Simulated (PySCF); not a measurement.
AlH₃, SMILES [AlH3]. Coordinates come from a ωB97X-D3(BJ)/def2-TZVPD optimisation. The isomer is the one that the SMILES or the coordinates give; other isomers of the formula were not compared.

These are ωB97X-D3(BJ)/def2-TZVPD in PySCF 2.14.0 values and carry that method's errors.

Harmonic wavenumbers (cm⁻¹): 718, 803, 803, 1952, 1953, 1953. Rotational constants (GHz): 133.4, 133.4, 66.72; symmetry number 6.

Work out the zero-point energy and the ideal-gas rigid-rotor harmonic-oscillator thermochemistry at 298.15 K and 1 atm.

ZPE = ½ Σ hcν = ½ × 8182 cm⁻¹ = 48.94 kJ/mol. H − E(el) = 59.54 kJ/mol. Entropy in J/(mol K): translation 151.17, rotation 53.11, vibration 2.93, total 207.21. G − E(el) = -2.23 kJ/mol. Cp = 42.17 J/(mol K).
